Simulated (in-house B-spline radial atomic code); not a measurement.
Configurations of C II (C+), with energies counted from [He] 2s2 2p1. Method: scalar-relativistic (X2C) CAM-B3LYP, spin-polarised, spherical fractional occupations, exact exchange averaged over the configuration, Fermi nucleus of rms radius 2.4702 fm. Calculated with an all-electron radial atomic-structure program (B-spline basis). Shells without spins written out take the highest spin.

Occupations are held fixed; configurations that lie above the ionisation limit could autoionise.

```
   configuration  E - E(ref) (eV)  highest orbital  its <r> (bohr)
    [He] 2s2 3p1           16.453            3p up           4.543
    [He] 2s2 3d1            18.24            3d up           4.708
[He] 2s1 2p1 3d1           24.211            3d up           4.652
```

(1) Order these further configurations by energy, lowest first.
A. [He] 2s1 2p1 3s1
B. [He] 2s2 3s1
C. [He] 2s1 2p2

Answers

(1) C (5.2316 eV), B (14.584 eV), A (20.55 eV).
